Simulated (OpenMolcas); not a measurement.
V4+ (d1) in a complex was computed by CASSCF with the d shell active (OpenMolcas, ANO-RCC-VTZP on the metal). Its lowest spin-free states, and all those of the highest spin:

```
2S+1  Degeneracy  E (cm-1)
   2           2       0.0
   2           3     10676
```

Task: Is the site octahedral, tetrahedral or cube-like, axial, or of lower symmetry?

Result: The states with 2S+1 = 2 have orbital degeneracies 2, 3. Threefold states need a cubic site. For d1 at this spin an octahedron puts the threefold T2 below the twofold E and a tetrahedron or cube puts the twofold E below the threefold T2, so the site is a tetrahedron or a cube, which this pattern cannot tell apart. The first gap at this spin, 10700 cm-1, is |10Dq| in ligand-field theory. The run had V4+ with 4 ligands (fluoride) in tetrahedral coordination (Td) at 1.76 Å. Ligand basis ANO-RCC-VDZP.

An orbital doublet at a regular site is open to a Jahn-Teller distortion, which this geometry leaves out. The least metal-like active orbital is 82 % on the metal (Löwdin) and no ligand orbital is active, so the numbers are rough. Ligand-to-metal charge-transfer states are missing. With metal d orbitals alone and no dynamic correlation the field as a rule comes out too small, by tens of per cent, by up to half for chloride and softer ligands. No measured value stands beside these numbers; the geometry was imposed, not optimised, and the real ion may take another.
